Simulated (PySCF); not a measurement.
Geometry:
```tsv
atom	x (Å)	y (Å)	z (Å)
C1	2.320	-1.093	0.574
C2	1.689	-0.774	-0.782
C3	0.845	0.457	-0.706
C4	1.287	1.764	-1.067
C5	0.283	2.622	-0.768
O6	-0.765	1.937	-0.244
C7	-0.419	0.630	-0.206
N8	-1.375	-0.192	0.340
Si9	-2.546	0.733	1.270
Si10	-1.510	-1.871	-0.097
H11	1.545	-1.250	1.321
H12	2.930	-1.992	0.509
H13	2.949	-0.268	0.901
H14	1.093	-1.627	-1.113
H15	2.479	-0.608	-1.518
H16	2.238	2.010	-1.494
H17	0.175	3.683	-0.861
H18	-1.797	1.560	2.211
H19	-3.324	-0.284	1.973
H20	-3.399	1.521	0.382
H21	-1.378	-1.997	-1.551
H22	-0.484	-2.652	0.600
H23	-2.840	-2.282	0.337
```

All values are calculated (PySCF 2.14.0 with density-fitted response routines): shielding tensors at PBE0/pcSseg-1 (GIAO), structure optimised with GFN2-xTB. In vacuum, rapidly exchanging positions averaged, relativity neglected, one conformer.

δ = σ(ref) − σ, references computed at the same level: ¹³C (σref 186.93) and ¹H (σref 31.72) and ²⁹Si (σref 349.16) against TMS; ¹⁷O (σref 336.08) against H2O; ¹⁵N (σref 267.73) vs NH3.

```json
{"atoms": "C3", "nucleus": "¹³C", "count": "1", "δ (ppm)": "109.6"}
{"atoms": "C7", "nucleus": "¹³C", "count": "1", "δ (ppm)": "?"}
{"atoms": "Si9/Si10", "nucleus": "²⁹Si", "count": "2", "δ (ppm)": "-51.8"}
{"atoms": "H11/H12/H13", "nucleus": "¹H", "count": "3", "δ (ppm)": "?"}
{"atoms": "C4", "nucleus": "¹³C", "count": "1", "δ (ppm)": "122.6"}
{"atoms": "H16", "nucleus": "¹H", "count": "1", "δ (ppm)": "6.46"}
{"atoms": "O6", "nucleus": "¹⁷O", "count": "1", "δ (ppm)": "291.4"}
{"atoms": "C1", "nucleus": "¹³C", "count": "1", "δ (ppm)": "?"}
{"atoms": "C5", "nucleus": "¹³C", "count": "1", "δ (ppm)": "136.9"}
{"atoms": "C2", "nucleus": "¹³C", "count": "1", "δ (ppm)": "23.0"}
{"atoms": "H14/H15", "nucleus": "¹H", "count": "2", "δ (ppm)": "2.68"}
{"atoms": "H17", "nucleus": "¹H", "count": "1", "δ (ppm)": "7.02"}
{"atoms": "N8", "nucleus": "¹⁵N", "count": "1", "δ (ppm)": "?"}
{"atoms": "H18/H19/H20/H21/H22/H23", "nucleus": "¹H", "count": "6", "δ (ppm)": "4.91"}
```

Task: Estimate the values marked ?.

Result: 
- C7: 157.4 ppm, aromatic carbon bearing nitrogen; the electronegative substituent deshields the carbon that carries it
- C1: 19.4 ppm, methyl carbon; a saturated carbon with 1 carbon neighbour and no heteroatom attached
- H11/H12/H13: 1.14 ppm, hydrogen on a methyl carbon
- N8: 42.0 ppm, aniline-type nitrogen

Shifts are as computed. Against solution values, carbons near 30 ppm lie about +3 ppm off and those near 130 ppm about +5 ppm. Of 1309 compounds with measured shifts, 239 miss one by over three times the rms of a fit or turn the order of signals round; such compounds aren't used in these exercises. Unscaled 17O shifts of doubly bonded oxygen tend to come out too high, by tens of ppm or more. Experimental scales use liquid or dissolved standards, which lie at an offset from isolated NH3 (liquid NH3: subtract about 20 ppm) and H2O (liquid H2O: subtract about 36 ppm).
